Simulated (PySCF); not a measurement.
A calculated (LDA, PySCF 2.14, cc-pVTZ-DK, scalar relativity by spin-free X2C-1e) atom or ion has these occupied shells.

```json
{"shell": "1s α", "electrons": "1", "orbital energy (eV)": "-876.79", "rms radius, mean of both spins (bohr)": "0.184"}
{"shell": "1s β", "electrons": "1", "orbital energy (eV)": "-874.38", "rms radius, mean of both spins (bohr)": "0.184"}
{"shell": "2s α", "electrons": "1", "orbital energy (eV)": "-79.579", "rms radius, mean of both spins (bohr)": "0.918"}
{"shell": "2s β", "electrons": "1", "orbital energy (eV)": "-74.829", "rms radius, mean of both spins (bohr)": "0.918"}
{"shell": "2p α", "electrons": "3", "orbital energy (eV)": "-56.852", "rms radius, mean of both spins (bohr)": "0.913"}
{"shell": "2p β", "electrons": "1", "orbital energy (eV)": "-52.110", "rms radius, mean of both spins (bohr)": "0.913"}
```

Question: Name the element and its charge.

Answer: Ne²⁺ (neon, charge +2), in [He] 2s2 2p4, high-spin 3P determinant.
